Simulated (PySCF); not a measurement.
MgTe: one state, many levels of theory

State: ¹Σ⁺ (singlet), closed shell. Set-up: Mg def2-SVP, Te def2-SVP with ECP28; scalar-relativistic core potentials (PySCF 2.14). De refers to Mg + Te in their high-spin ground configurations, without counterpoise correction. A positive dipole means Mg(−)Te(+).

```json
{"Level": "RHF", "Re (Å)": "2.483", "ωe (cm⁻¹)": "353", "De (eV)": "0.037", "μ (D)": "-8.15", "CPU s a point (SCF and correlation, without the integrals)": "0.036"}
{"Level": "RHF-MP2", "Re (Å)": "2.484", "ωe (cm⁻¹)": "380", "De (eV)": "1.29", "μ (D)": "n/a", "CPU s a point (SCF and correlation, without the integrals)": "0.062"}
{"Level": "RHF-SCS-MP2", "Re (Å)": "2.494", "ωe (cm⁻¹)": "368", "De (eV)": "1.11", "μ (D)": "n/a", "CPU s a point (SCF and correlation, without the integrals)": "n/a"}
{"Level": "RHF-CCSD", "Re (Å)": "2.510", "ωe (cm⁻¹)": "343", "De (eV)": "0.91", "μ (D)": "n/a", "CPU s a point (SCF and correlation, without the integrals)": "n/a"}
{"Level": "RHF-CCSD(T)", "Re (Å)": "2.511", "ωe (cm⁻¹)": "348", "De (eV)": "1.08", "μ (D)": "n/a", "CPU s a point (SCF and correlation, without the integrals)": "1.5"}
{"Level": "PBE", "Re (Å)": "2.487", "ωe (cm⁻¹)": "351", "De (eV)": "1.63", "μ (D)": "-6.04", "CPU s a point (SCF and correlation, without the integrals)": "0.56"}
{"Level": "BP86", "Re (Å)": "2.488", "ωe (cm⁻¹)": "350", "De (eV)": "1.61", "μ (D)": "-6.09", "CPU s a point (SCF and correlation, without the integrals)": "0.44"}
{"Level": "r²SCAN", "Re (Å)": "2.466", "ωe (cm⁻¹)": "369", "De (eV)": "1.64", "μ (D)": "-6.76", "CPU s a point (SCF and correlation, without the integrals)": "0.78"}
{"Level": "PBE0", "Re (Å)": "2.469", "ωe (cm⁻¹)": "362", "De (eV)": "1.45", "μ (D)": "-6.76", "CPU s a point (SCF and correlation, without the integrals)": "0.82"}
{"Level": "BHandHLYP", "Re (Å)": "2.466", "ωe (cm⁻¹)": "359", "De (eV)": "1.09", "μ (D)": "-7.04", "CPU s a point (SCF and correlation, without the integrals)": "0.46"}
{"Level": "M06-2X", "Re (Å)": "2.469", "ωe (cm⁻¹)": "360", "De (eV)": "0.86", "μ (D)": "-6.93", "CPU s a point (SCF and correlation, without the integrals)": "0.84"}
```

The bond length runs from 2.466 Å (r²SCAN) to 2.511 Å (RHF-CCSD(T)). De spans 0.04 eV (RHF, mean field) to 1.64 eV (r²SCAN, meta-GGA). Correlation at CCSD(T) changes the Hartree–Fock bond energy by +1.04 eV; the triples alone change it by +0.17 eV.

Correlated steps freeze 5 core orbitals. Correlated levels converge slowly with the basis: in double zeta they bind strong bonds too weakly, by up to about 1 eV, and carry superposition errors of some tenths. Spin–orbit coupling is left out, which matters for elements this heavy, above all for dissociation energies. Where the molecule has an RHF reference, its open-shell atoms are computed with UHF.

The whole job (state search and all levels along the bond) took about 1.5 min on 1 thread of Arm Neoverse V2 (shared host), peak memory 0.5 GiB.
